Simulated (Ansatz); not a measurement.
Z-matrix (Å, degrees):
```
C
C 1 1.524
H 1 1.092 2 111.2
H 1 1.094 2 111.6 3 120.1
H 1 1.094 2 112.0 3 -120.2
Sn 2 2.193 1 114.2 3 59.3
H 2 1.095 1 111.2 3 -179.0
H 2 1.096 1 110.5 3 -60.3
Br 6 2.538 2 94.6 1 -59.9
```

Total charge 0; spin multiplicity 1. Sn takes the def2 core potential.

Task: List the CAM-B3LYP/def2-TZVPP orbital energies in eV (Ansatz 0.2.0). (An estimate is asked.)

Result: Computed: Occupied: -13140.14, -1701.63, -1533.37, -1533.34, -1533.33, -278.62, -278.58, -237.71, -178.58, -178.48, -178.43, -141.20, -96.27, -96.07, -95.85, -72.93, -72.91, -72.86, -72.79, -72.78, -30.36, -30.30, -30.11, -30.03, -29.94, -22.84, -22.27, -18.78, -14.53, -14.00, -12.86, -11.94, -11.34, -9.76, -9.46, -9.41, -7.65. Lowest empty: -1.91, 0.18, 1.29, 2.35, 2.88, 3.14, 3.71, 4.09.
